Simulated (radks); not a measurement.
Values are calculated unless marked as measured or tabulated.
Excited configurations of O III: one electron is placed in a higher orbital outside [He] 2s2 2p1. The ground configuration is [He] 2s2 2p2. Level of theory: Dirac Kohn-Sham, BLYP, spin-unpolarised, spherical densities, finite nucleus; open shells fill j = l - 1/2 first; Fermi nuclear charge, rms radius 2.6991 fm (a radial shooting solver on a logarithmic mesh with Libxc functionals). Excitation = E - E(ground); binding = E(ion) - E, where the ion is the core of charge +3; n* = 3/sqrt(2 binding) in atomic units, and the quantum defect is n - n*.

outer orbital,excitation (eV),binding (eV),n*,quantum defect
3d3/2,39.359,14.607,2.895,0.105
4f5/2,46.337,7.629,4.006,-0.006
5s1/2,47.206,6.760,4.256,0.744
6s1/2,49.385,4.581,5.170,0.830

The Delta-SCF ionisation energy is 53.966 eV (NIST Atomic Spectra Database: 54.936 eV, semi-empirical). Self-interaction in the functional shifts the binding energies and quantum defects, so they are the method's values and not measured ones. Spin polarisation and multiplet splitting are left out, so open shells lie too high by an amount that depends on their filling.

Beside tabulated values, note that spin-unpolarised runs miss the spin-polarisation part of the exchange energy of open shells.
